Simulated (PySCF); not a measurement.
Molfile (atoms numbered from 1):
```
C3H6FN3Si
     RDKit          3D

 14 14  0  0  0  0  0  0  0  0999 V2000
   -2.2989   -0.5406   -0.0509 N   0  0  0  0  0  0  0  0  0  0  0  0
   -1.3356    0.7678    0.4874 Si  0  0  0  0  0  4  0  0  0  0  0  0
    0.3182    0.1671    0.3778 N   0  0  0  0  0  0  0  0  0  0  0  0
    1.4232    0.7629   -0.1847 C   0  0  0  0  0  0  0  0  0  0  0  0
    2.4763   -0.0722    0.0091 C   0  0  0  0  0  0  0  0  0  0  0  0
    2.0669   -1.1893    0.6873 N   0  0  0  0  0  0  0  0  0  0  0  0
    0.8059   -0.9905    0.8746 C   0  0  0  0  0  0  0  0  0  0  0  0
   -0.0108   -1.8287    1.5056 F   0  0  0  0  0  0  0  0  0  0  0  0
   -2.0850   -1.4785    0.2530 H   0  0  0  0  0  0  0  0  0  0  0  0
   -3.2944   -0.4199   -0.1325 H   0  0  0  0  0  0  0  0  0  0  0  0
   -1.4840    1.2282    1.8724 H   0  0  0  0  0  0  0  0  0  0  0  0
   -1.4327    1.8427   -0.4909 H   0  0  0  0  0  0  0  0  0  0  0  0
    1.3499    1.7148   -0.6661 H   0  0  0  0  0  0  0  0  0  0  0  0
    3.5003    0.0357   -0.2841 H   0  0  0  0  0  0  0  0  0  0  0  0
  1  2  1  0
  2  3  1  0
  3  4  1  0
  4  5  2  0
  5  6  1  0
  6  7  2  0
  7  8  1  0
  7  3  1  0
  1  9  1  0
  1 10  1  0
  2 11  1  0
  2 12  1  0
  4 13  1  0
  5 14  1  0
M  END
```

- GFN2-xTB geometry
- GIAO PBE0/pcSseg-1 shieldings
- code: PySCF
- in vacuum, one averaged value for each set of equivalent atoms, non-relativistic, a single conformation

δ = σ(ref) − σ, references computed at the same level: TMS for ¹³C (186.93 ppm), ¹H (31.72 ppm), ²⁹Si (349.16 ppm); ¹⁵N (267.73 ppm) against NH3; ¹⁹F (170.95 ppm) against CFCl3.

```csv
atoms,nucleus,count,Hirshfeld charge,δ (ppm)
F8,¹⁹F,1,-0.06,-120.0
N1,¹⁵N,1,-0.32,11.7
Si2,²⁹Si,1,0.43,?
H13,¹H,1,0.06,?
H9/H10,¹H,2,0.12,?
H14,¹H,1,0.06,6.99
C7,¹³C,1,0.17,?
H11/H12,¹H,2,-0.08,5.49
C5,¹³C,1,-0.04,131.9
N3,¹⁵N,1,-0.12,164.4
N6,¹⁵N,1,-0.22,267.1
C4,¹³C,1,-0.04,119.2
```

Problem. Estimate the values marked ?.

Solution. 
- C7: 162.1 ppm, aromatic carbon bearing fluorine; σ withdrawal by the attached heteroatom moves it downfield of the ring CH carbons
- H13: 6.45 ppm, hydrogen on an aromatic CH next to a ring nitrogen; the ring current deshields protons in the ring plane
- H9/H10: 0.83 ppm, hydrogen on a nitrogen bonded to Si; labile proton, position sensitive to the medium
- Si2: -33.6 ppm, silicon bonded to 2 N, 2 H

The OH or NH signal is concentration- and solvent-dependent in practice; the value given is the gas-phase one. Shifts are as computed. Against solution values, carbons near 30 ppm lie about +3 ppm off and those near 130 ppm about +5 ppm. Of 1211 compounds with measured shifts, 218 miss one by over three times the rms of a fit or turn the order of signals round; such compounds aren't used in these exercises. Unscaled 19F shifts against computed CFCl3 carry errors that often reach 10 to 50 ppm. Experimental scales use liquid or dissolved standards, which lie at an offset from isolated NH3 (liquid NH3: subtract about 20 ppm). Unscaled 15N shifts of sp2 nitrogen come out 20 to 40 ppm too high even then.
